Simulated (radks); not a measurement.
Results of a calculation; reference values are marked as such.
Task: Species: the iridium ion Ir+. Configuration: [Xe] 4f14 5d7 7p1 (not the ground configuration). Code: a radial shooting solver on a logarithmic mesh with Libxc functionals. Model: Dirac Kohn-Sham, LDA (Slater exchange, Perdew-Wang correlation), spin-unpolarised, spherical densities, point nucleus; open shells are shared between the two j in proportion to 2j + 1. Some entries of the table are withheld. Estimate them.

orbital,occ.,eigenvalue (hartree),<1/r> (bohr^-1),<r^2> (bohr^2)
1s1/2,2,-2791.953,92.19,0.0004198
2s1/2,2,-488.5019,22.56,0.006365
2p1/2,2,-468.0725,22.52,0.004520
2p3/2,4,-408.3160,18.58,0.005712
3s1/2,2,-114.6169,8.279,(1)
3p1/2,2,-105.4528,8.195,0.03787
3p3/2,4,-92.37170,7.171,0.04436
3d3/2,4,-77.03161,(2),0.03415
3d5/2,6,-74.20287,(3),0.03592
4s1/2,2,-24.82110,3.497,0.2027
4p1/2,2,-20.95693,3.387,0.2075
4p3/2,4,-17.85391,3.029,0.2416
4d3/2,4,-11.51125,2.823,0.2582
4d5/2,6,-10.93529,2.739,0.2705
5s1/2,2,-4.10693,1.395,(4)
5p1/2,2,(5),1.268,1.279
4f5/2,6,-2.85868,(6),(7)
4f7/2,8,-2.74390,(8),(9)
5p3/2,4,(10),1.138,1.532
5d3/2,2.8,-0.78880,0.8188,2.994
5d5/2,4.2,-0.74023,0.7886,3.212
7p1/2,0.333333,-0.15661,0.1683,61.74
7p3/2,0.666667,-0.14689,0.1626,67.56

Result: 
(1) 3s1/2 <r^2> (bohr^2): 0.04145
(2) 3d3/2 <1/r> (bohr^-1): 7.070
(3) 3d5/2 <1/r> (bohr^-1): 6.833
(4) 5s1/2 <r^2> (bohr^2): 1.074
(5) 5p1/2 eigenvalue (hartree): -2.88887
(6) 4f5/2 <1/r> (bohr^-1): 2.334
(7) 4f5/2 <r^2> (bohr^2): 0.3461
(8) 4f7/2 <1/r> (bohr^-1): 2.300
(9) 4f7/2 <r^2> (bohr^2): 0.3564
(10) 5p3/2 eigenvalue (hartree): -2.38418
